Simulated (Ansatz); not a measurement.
A structure relaxed at r2SCAN-D4/def2-SVPD in Ansatz, charge -1, singlet:

```xyz
9

Cu   -1.2378    1.3133   -0.3083
Cu    0.5242   -0.3065   -0.9218
Cu    0.5748   -0.9478    1.4618
H     0.5434   -1.2144    2.9872
H    -0.2710    0.1006    0.4092
H    -2.3296    2.2936    0.1883
H     1.2735   -0.6856   -2.1807
H     1.2688   -1.3343   -0.0129
H    -0.3465    0.7811   -1.6229
```

(1) Give its formula and point group.

(2) Summarise the bond lengths by kind (pairs closer than 1.2 times the sum of covalent radii, bridged metal pairs left out).

Answers

(1) Cu₃H₆⁻. Point group C2v (tolerance 0.1 Å).

(2) 10 × Cu–H 1.51 to 1.71 Å.

The restricted singlet is unstable towards broken spin symmetry in Hartree–Fock (as tested in another run); at r2SCAN-D4/def2-SVPD this wasn't settled. The structure comes from a short search, and lower isomers may exist.
